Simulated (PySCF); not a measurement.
Molecule: SMILES CCC[CH2][GeH3] (C4H12Ge). Atoms near the plane z = 1.5 Å, at the GFN2-xTB optimised geometry (x, y, z in Å): C1 (1.3, -1.4, -0.1), C2 (0.8, 0.0, 0.0), C3 (-0.8, 0.0, 0.0), C4 (-1.3, 1.4, 0.0), Ge5 (-0.8, 2.5, 1.6), H6 (1.0, -2.0, 0.8), H8 (2.4, -1.4, -0.1), H9 (1.1, 0.5, 0.9), H11 (-1.1, -0.5, 0.9), H14 (-2.4, 1.4, 0.0), H15 (-0.9, 1.7, 2.8), H16 (-1.7, 3.7, 1.7), H17 (0.6, 3.1, 1.4).

Computed with CAM-B3LYP/def2-SVP run with PySCF. Cells within 0.4 Å of a nucleus heavier than hydrogen are left out (blank, or x). The values are rescaled to run from 0 to 1.

```
|000013445543333221100000000|
|000123566655444433200000000|
|000124567766555554210000000|
|000124577776667764320000000|
|000124567788778865320000000|
|0001234668xx977765320000000|
|0001234568xx976654310000000|
|000023456799866543210000000|
|000012345677655433210000000|
|000012345566554444321000000|
|000012334455444455431000000|
|000011233444444555432000000|
|000001233444444565432000000|
|000001234555444555432000000|
|000000234555433444321100000|
|000000234555433333322100000|
|000000134454333344332110000|
|000000123333333454432210000|
|000000011222234555432110000|
|000000000111234555432100000|
|000000000000123444321100000|
|000000000000123333321000000|
|000000000000011222110000000|
|000000000000000111000000000|
|000000000000000000000000000|
|000000000000000000000000000|
|000000000000000000000000000|
```
Scale: ten equal steps from 0.000 (start of '0') to 1.00 (end of '9'), in the order '0123456789'; x runs from -4.50 to 4.50, y from -4.50 (bottom) to 4.50 (top).

Question: Which quantity is mapped?
A. Laplacian of the electron density
B. log10 of the electron density
C. electrostatic potential
D. deformation density (molecule minus spherical neutral atoms)

Answer: B, log10 of the electron density. In full: log10 of the electron density (e/bohr³), floored at −4.
